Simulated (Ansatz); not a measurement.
Sn3F4⁺, relaxed as a doublet with UKS r2SCAN-D4/def2-SVP in Ansatz, starting from the GFN1-xTB geometry. Force threshold 0.02 eV/Å.

In the def2 sets Sn takes a core potential; there is no spin–orbit coupling. Another isomer (doublet) lies 0.25 eV lower at PBE0-D4/def2-TZVP; other spin states weren't run for this one.

Start:

```xyz
7

Sn    1.6127    1.1203   -0.4076
Sn    0.9060   -1.7879   -0.0282
Sn   -1.5090    0.4011    0.2667
F    -1.2041   -1.7283    0.3738
F    -0.2701    2.1160   -0.1273
F    -0.0154   -0.1648   -1.3016
F     0.4799    0.0436    1.2243
```

Problem. Estimate the energy that the relaxation releases and the steps that it takes.

Solution. 60.7 kJ/mol, in 26 steps; 2.2 min on 4 threads of Arm Neoverse V1 on a shared host. The force fell under the threshold at step 6, but the optimiser went on and released 0.324 eV more. No frequencies were taken in this run, so the end may be a saddle point.

Problem. Does the start keep its bonding and symmetry?

Solution. Bonds lost: Sn1–F7, Sn2–F6 (atoms count from 1). Point group Cs at the start, C2v at the end, both within 0.05 Å.

Problem. Predict the relaxed structure.

Solution. 
Cartesian coordinates in Å:
```
Sn 1.4777 0.9759 -1.2536
Sn 1.1328 -1.6691 0.7992
Sn -1.5448 0.4102 0.2689
F -0.7525 -1.6400 -0.1171
F 0.2136 1.7831 0.2109
F -0.4840 0.3793 -1.6930
F -0.0428 -0.2394 1.7847
```
Bond lengths (bridged metal pairs left out): 8 × F–Sn 2.10 to 2.23 Å.
